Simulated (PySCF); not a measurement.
# AlAs from Hartree–Fock to correlated methods

State: ³Σ⁻ (triplet), unpaired electrons π ↑↑. Set-up: Al def2-TZVPPD, As def2-TZVPPD; no relativity (PySCF 2.14). De refers to Al + As in their high-spin ground configurations, without counterpoise correction. The functionals are run spin-unrestricted. A positive dipole means Al(−)As(+).

```tsv
Level	Re (Å)	ωe (cm⁻¹)	De (eV)	μ (D)	CPU s a point (SCF and correlation, without the integrals)
UHF	2.544	299	1.04	-1.13	1.7
UHF-MP2	2.517	308	1.88	n/a	3
UHF-SCS-MP2	2.526	304	1.88	n/a	n/a
UHF-CCSD	2.523	306	1.86	n/a	n/a
UHF-CCSD(T)	2.526	303	1.95	n/a	130
LDA	2.519	297	2.71	-0.72	1.4
PBE	2.556	286	2.26	-0.76	2
revPBE	2.568	282	2.10	-0.76	1.2
r²SCAN	2.534	295	2.16	-0.70	2.8
M06-L	2.532	293	2.27	-0.65	2.8
PBE0	2.532	298	2.14	-0.83	3.8
BHandHLYP	2.528	300	2.02	-1.06	2.3
M06-2X	2.532	297	2.27	-1.19	3.9
ωB97M-V	2.523	303	2.24	-1.23	8.9
```

The bond length runs from 2.517 Å (UHF-MP2) to 2.568 Å (revPBE). De spans 1.04 eV (UHF, mean field) to 2.71 eV (LDA, local density). Correlation at CCSD(T) changes the Hartree–Fock bond energy by +0.91 eV; the triples alone change it by +0.09 eV.

Correlated steps freeze 14 core orbitals. Spin–orbit coupling is left out. Counting both spins, an empty level lies below a filled one in some of these solutions, because spin and occupation are held. The state is the lowest determinant that a PBE0 search found; another state may lie lower at other levels.

The whole job (state search and all levels along the bond) took about 14 min on 2 threads of Arm Neoverse V2 (shared host), peak memory 4.6 GiB.
